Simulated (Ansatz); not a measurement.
Cost and result for the atomization energy of C$_{2}$H$_{9}$BFP (14 atoms, 12 bonds).

```xyz
14

C    -0.6682   -0.9844   -1.3901
B    -0.9396    0.1036   -0.2991
C    -1.3901   -0.1941    1.1693
F    -0.9127    1.3881   -0.6881
P     2.1680    0.7102    0.3941
H    -1.6347   -1.3304   -1.7802
H    -0.1662   -1.8652   -0.9847
H    -0.0981   -0.6012   -2.2385
H    -2.4643   -0.4224    1.1610
H    -1.2480    0.6574    1.8374
H    -0.8919   -1.0705    1.5886
H     3.4569    0.3529    0.8680
H     2.1231    1.9167    1.1373
H     2.6660    1.3391   -0.7750
```

Total charge 0; spin multiplicity 1. The bonds changed during the relaxation, so this is another structure than the one it started from. The geometry is a stationary point of PBE0-D4/def2-TZVP. It is one conformer, not always the lowest. Program: Ansatz. All runs use 4 threads of an Arm Neoverse V1 on a shared host. Times are those of one run each, without the atoms' runs, and a repeat can differ threefold. Electronic energies, without spin–orbit coupling; frozen cores. CCSD(T)/CBS adds CCSD(T) − MP2 in def2-TZVPP to the MP2 limit, and its time is that of the two runs behind it. T1 = 0.012. B3LYP takes the VWN-RPA correlation (the form of Gaussian; ORCA's B3LYP/G). HSE06 is the plane-wave form, built on full-range PBE exchange.

CCSD(T)/CBS is a level of theory with its own doubt, some kJ/mol a heavy atom from the limit and from the frozen cores, so smaller differences don't rank the functionals.

```tsv
level	functions	wall time
BLYP-D4/def2-TZVPP	292	2.7 s
revPBE-D4/def2-TZVPP	292	2.8 s
HSE06-D4/def2-TZVPP	292	4.4 s
CAM-B3LYP-D4/def2-TZVPP	292	4.5 s
r2SCAN-D4/def2-TZVPP (with forces)	292	6.5 s
r2SCANh-D4/def2-TZVPP	292	6.5 s
B3LYP-D4/def2-TZVPP (with forces)	292	6.5 s
PBE-QIDH/def2-TZVPP	292	8 s
CCSD(T)/def2-SVP	119	9.5 s
ωB97X-V/def2-TZVPP	292	10 s
MP2/def2-QZVPP	568	45 s
CCSD(T)/def2-TZVPP	292	5.7 min
CCSD(T)/CBS(def2)	–	6.5 min
```

**Question.** What atomization energy does each give, and how far from CCSD(T)/CBS? (An estimate is asked.)

**Answer.** The calculation gave: 
```csv
level,atomization (kJ/mol),difference from CCSD(T)/CBS,per bond
BLYP-D4/def2-TZVPP,5040.5,8.7,0.7
revPBE-D4/def2-TZVPP,4998.8,-33.0,-2.8
HSE06-D4/def2-TZVPP,5046.2,14.4,1.2
CAM-B3LYP-D4/def2-TZVPP,5085.7,53.9,4.5
r2SCAN-D4/def2-TZVPP (with forces),5056.3,24.5,2.0
r2SCANh-D4/def2-TZVPP,5035.4,3.6,0.3
B3LYP-D4/def2-TZVPP (with forces),5066.5,34.7,2.9
PBE-QIDH/def2-TZVPP,5004.4,-27.4,-2.3
CCSD(T)/def2-SVP,4806.1,-225.7,-18.8
ωB97X-V/def2-TZVPP,5062.7,30.9,2.6
MP2/def2-QZVPP,5011.5,-20.3,-1.7
CCSD(T)/def2-TZVPP,4924.7,-107.1,-8.9
CCSD(T)/CBS(def2),5031.8,0.0,0.0
```

From BLYP to BHLYP (50 % exact exchange), in def2-TZVPP and without D4, the atomization energy moves by −56.1 kJ/mol: exact exchange takes away binding that semilocal exchange gives to molecules. The D4 term adds +37.0 kJ/mol with B3LYP and +20.1 kJ/mol with PBE0; it sums over pairs of atoms, weighted by their polarisabilities, and B3LYP, whose exchange is more repulsive, gets the larger term. Leaving LDA and LC-ωPBE aside and taking each functional with its dispersion term where it has one, the values, not all of them listed here, spread over 140.4 kJ/mol, from BHLYP-D4 to PBE-D4. LDA lies +603.4 kJ/mol from PBE without D4, its usual overbinding.
